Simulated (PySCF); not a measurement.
**Gas-phase XPS of `COC(=O)c1cccs1`, computed**

Compound: C6H6O2S.
Geometry (PBE0-D3(BJ)/def2-SVP, Å), atoms numbered from 1 in this order:
```
atom  x, y, z in Å
C1     3.0336   -0.0633    0.7291
O2     1.6410    0.1848    0.7771
C3     0.8810   -0.5928   -0.0051
O4     1.3199   -1.4589   -0.7189
C5    -0.5436   -0.2597    0.1181
C6    -1.5726   -0.8888   -0.5460
C7    -2.8386   -0.3437   -0.2227
C8    -2.7433    0.6888    0.6805
S9    -1.1261    1.0019    1.1416
H10    3.4180    0.0532   -0.2950
H11    3.2615   -1.0845    1.0693
H12    3.5000    0.6708    1.3962
H13   -1.3909   -1.7132   -1.2362
H14   -3.7847   -0.6944   -0.6363
H15   -3.5543    1.2846    1.0988
```

Computed with PySCF 2.14.0, delta-SCF UKS SCAN, pcX-2 on the ionised atom, pcseg-1 elsewhere, spin-free X2C. Each binding energy is the total energy of the core-ionised species, with the hole localised on one atom, minus that of the ground state; both are solved self-consistently, so orbital relaxation is included.

Give the core binding energies atom by atom.

| atom(s) | environment | level | binding energy (eV) | above the level's lowest (eV) | count |
| --- | --- | --- | --- | --- | --- |
| C6 | aromatic CH carbon | C 1s | 290.56 | 0.00 | 1 |
| C7 | aromatic CH carbon | C 1s | 290.60 | +0.04 | 1 |
| C8 | aromatic CH next to a ring sulfur | C 1s | 290.89 | +0.33 | 1 |
| C5 | substituted aromatic carbon | C 1s | 291.00 | +0.44 | 1 |
| C1 | methoxy carbon | C 1s | 292.56 | +2.00 | 1 |
| C3 | ester carbonyl carbon | C 1s | 294.26 | +3.70 | 1 |
| O4 | ester carbonyl oxygen | O 1s | 537.18 | 0.00 | 1 |
| O2 | ester single-bonded oxygen | O 1s | 539.30 | +2.12 | 1 |
| S9 | thiophene-type sulfur | S 1s | 2478.11 | 0.00 | 1 |

Lowest listed C 1s: C6, bonded to 2 C (aromatic in the SMILES) and H. Highest, 3.70 eV above it: C3, bonded to O (double bond), O and C. The values 290.56 and 290.60 eV lie too close for their order to be trusted.

Lowest listed O 1s: O4, bonded to C (double bond). Highest, 2.12 eV above it: O2, bonded to 2 C. Summing the Pauling electronegativity differences to the bonded atoms, each weighted by its formal bond order, gives -1.78 for the lowest site and -1.78 for the highest; the sum is the same at every site.

Which effective nuclear charge Zeff reproduces each element's mean 1s value in the hydrogen-like formula E = 13.606 eV × Zeff²?

C (Z = 6): mean 291.6 eV, Zeff = 4.63, Z − Zeff = 1.37; O (Z = 8): mean 538.2 eV, Zeff = 6.29, Z − Zeff = 1.71; S (Z = 16): mean 2478.1 eV, Zeff = 13.50, Z − Zeff = 2.50. Means run over the listed sites, weighted by atom count.

Which photon energy gives electrons from C 1s of C6 a kinetic energy of 200 eV, and what is their de Broglie wavelength?

hν = 290.56 + 200 = 490.56 eV, recoil neglected; λ = 12.264 Å/√(E/eV) = 0.87 Å.

Not every level is listed. Geometry: PBE0-D3(BJ)/def2-SVP, one conformer, isolated molecule.
